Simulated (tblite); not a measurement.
Species: C₁₉H₁₂F₃N.
Atom-mapped SMILES: `[F:1][C:2]([F:3])([F:4])[c:5]1[c:6]2[cH:7][cH:8][cH:9][cH:10][c:11]2[c:12](-[n:13]2[cH:14][cH:15][cH:16][cH:17]2)[c:18]2[cH:19][cH:20][cH:21][cH:22][c:23]12` (hydrogens: H24 on C7; H25 on C8; H26 on C9; H27 on C10; H28 on C14; H29 on C15; H30 on C16; H31 on C17; H32 on C19; H33 on C20; H34 on C21; H35 on C22)

Structure optimised with GFN2-xTB, isolated species.

Q: List the bond lengths, angles and torsions at this level.

A: 
| bond | length (bohr) | order |
| --- | --- | --- |
| F1–C2, C2–F3 | 2.542 | single |
| C2–F4 | 2.555 | single |
| C2–C5 | 2.846 | single |
| C5–C6, C5–C23 | 2.659 | aromatic |
| C6–C7, C22–C23 | 2.684 | aromatic |
| C7–C8, C21–C22 | 2.575 | aromatic |
| C8–C9, C20–C21 | 2.658 | aromatic |
| C9–C10, C19–C20 | 2.571 | aromatic |
| C10–C11, C18–C19 | 2.681 | aromatic |
| C11–C12, C12–C18 | 2.652 | aromatic |
| C12–N13 | 2.650 | single |
| N13–C14, N13–C17 | 2.582 | aromatic |
| C14–C15, C16–C17 | 2.580 | aromatic |
| C15–C16 | 2.667 | aromatic |
| C6–C11, C18–C23 | 2.706 | aromatic |
| C7–H24, C22–H35 | 2.034 | single |
| C8–H25, C21–H34 | 2.040 | single |
| C9–H26, C20–H33 | 2.040 | single |
| C10–H27, C19–H32 | 2.039 | single |
| C14–H28, C17–H31 | 2.026 | single |
| C15–H29, C16–H30 | 2.025 | single |

Bonds in one row agree within 0.02 bohr and their mean is given. Orders are formal, as drawn. A selection of angles:
| angle | degrees |
| --- | --- |
| F1–C2–F3 | 103.6 |
| F1–C2–F4 | 105.7 |
| F1–C2–C5 | 115.3 |
| F3–C2–C5 | 112.0 |
| F4–C2–C5 | 113.3 |
| C2–C5–C6 | 117.4 |
| C2–C5–C23 | 121.5 |
| C6–C5–C23 | 121.1 |
| C5–C6–C7 | 123.3 |
| C5–C6–C11 | 119.0 |
| C7–C6–C11 | 117.7 |
| C6–C7–C8 | 121.3 |
| C7–C8–C9 | 120.8 |
| C8–C9–C10 | 119.9 |
| C9–C10–C11 | 121.1 |
| C10–C11–C12 | 121.3 |
| C6–C11–C10 | 119.2 |
| C6–C11–C12 | 119.5 |
| C11–C12–N13 | 119.0 |
| C11–C12–C18 | 121.0 |
| C12–N13–C14 | 125.3 |
| C14–N13–C17 | 108.5 |
| N13–C14–C15 | 108.6 |
| C14–C15–C16 | 107.2 |

Torsions: F1–C2–C5–C6 -159° (antiperiplanar); C11–C12–N13–C14 61° (synclinal). The mirror-image conformer, all signs reversed, is as good.

The 6-membered ring C18–C19–C20–C21–C22–C23 has internal angles of 117.3° to 121.4° (sum 719°, against 720° for a flat polygon); it is almost planar, 0.03 Å rms from its mean plane, widest ring torsion 8°. The 5-membered ring N13–C14–C15–C16–C17 has internal angles of 107.2° to 108.6°; it is planar, 0.00 Å rms from its mean plane, widest ring torsion 1°. The C–N distances run from 1.366 Å (N13–C14, aromatic) to 1.402 Å (C12–N13, drawn single), a spread of 0.036 Å. Of the pairs four or more bonds apart, F1···H35 is among the closest relative to their van der Waals radii: 2.14 Å, 80 % of the sum of Bondi's values. The 6-membered ring C6–C7–C8–C9–C10–C11 has internal angles of 117.7° to 121.3°; it is planar, 0.00 Å rms from its mean plane, widest ring torsion 1°. The C–C distances run from 1.360 Å (C19–C20, aromatic) to 1.506 Å (C2–C5, drawn single), a spread of 0.146 Å. The 6-membered ring C5–C6–C11–C12–C18–C23 has internal angles of 118.7° to 121.1° (sum 719°, against 720° for a flat polygon); it is slightly puckered (a soft mode that the optimisation may not have finished), 0.04 Å rms from its mean plane, widest ring torsion 12°.

Point group: C1 (no symmetry element, even within 0.4 Å). Its GFN2-xTB frequencies are all real (lowest 23 cm⁻¹). One conformer, not necessarily the lowest. 2 starts were optimised and ended at 0.00 and 0.02 kcal/mol (GFN2-xTB); the lowest of these is shown.

On Intel Xeon at 2.50 GHz, 2 threads (shared host), this took 14 s wall, 22 s CPU. This is the geometry optimisation.

These are computed values.
